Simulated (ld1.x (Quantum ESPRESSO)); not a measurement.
# Varying the TM potential for Fe (Z = 26)

Base potential:

- Element: iron
- Generator: ld1.x (Quantum ESPRESSO) 7.5
- Type: norm-conserving Troullier–Martins (Kleinman–Bylander form)
- Functional: PBEsol
- Relativity: scalar-relativistic
- Frozen core: [Ne] 3s2
- Valence charge: 14
- Reference configuration: 3p6 3d6 4s2 4p0
- Partial waves: 3p (bound): rc 0.90 bohr; 3d (bound): rc 1.80 bohr; 4s (bound): rc 2.05 bohr
- Local potential: the s channel
- Core correction: none

Cutoffs, loose and tight: the cutoffs (Ry, on a coarse ladder) from which the occupation-weighted sum of valence levels, in a spherical-Bessel basis at the reference potential, stays within 10 and 1 mRy of its value at 400 Ry. They do not see the model core or the augmentation charge, which bear on the density cutoff. Test errors are all-electron minus pseudo excitation energies from the reference, over the configurations 3p6 3d6 4s1 4p0; 3p6 3d6 4s0 4p0; 3p6 3d5 4s0 4p0; 3p6 3d5 4s2 4p0; 3p6 3d7 4s0 4p0; 3p6 3d4 4s0 4p0; 3p6 3d6 4s0 4p1. A dash means not determined; rows that change the core or the reference have their own tests.

| change | outcome | cutoff, loose | cutoff, tight | bound ghosts | largest test error (meV) |
| --- | --- | --- | --- | --- | --- |
| base | generated | 140 Ry | 230 Ry | none | -1133 |
| all radii scaled by about 0.89 (s 1.82, p 0.80, d 1.60 bohr) | generated | 140 Ry | 260 Ry | none | -1099 |
| all radii scaled by about 0.95 (s 1.94, p 0.86, d 1.70 bohr) | generated | 140 Ry | 260 Ry | none | -1128 |
| all radii scaled by about 1.27 (s 2.60, p 1.14, d 2.28 bohr) | generated | 70 Ry | 120 Ry | none | -1141 |
| all radii scaled by about 1.36 (s 2.78, p 1.22, d 2.44 bohr) | generated | 70 Ry | 120 Ry | none | -1157 |

(1) What comes out with this change to the base: all radii scaled by about 0.75 (s 1.54, p 0.68, d 1.36 bohr)?

(2) What comes out with this change to the base: all radii scaled by about 1.16 (s 2.38, p 1.04, d 2.10 bohr)?

Answers

(1) outcome: generated; cutoff, loose: 230 Ry; cutoff, tight: 300 Ry; bound ghosts: none; largest test error (meV): -1042.

(2) outcome: generated; cutoff, loose: 100 Ry; cutoff, tight: 140 Ry; bound ghosts: none; largest test error (meV): -1130.

Reading the sweep of the scale of all radii (base = 1) (base included, trends over the rows without a ghost): The loose cutoff falls from 230 Ry at 0.75 to 70 Ry at 1.36. A larger radius leaves more room for a smooth pseudo-wave, so fewer plane waves are needed; a smaller one forces it to follow the all-electron wave where it bends sharply. The median size of the test errors (rows with all tests solved) is not monotonic: lowest 85.5 meV at 1.16, highest 199.6 meV at 0.89.
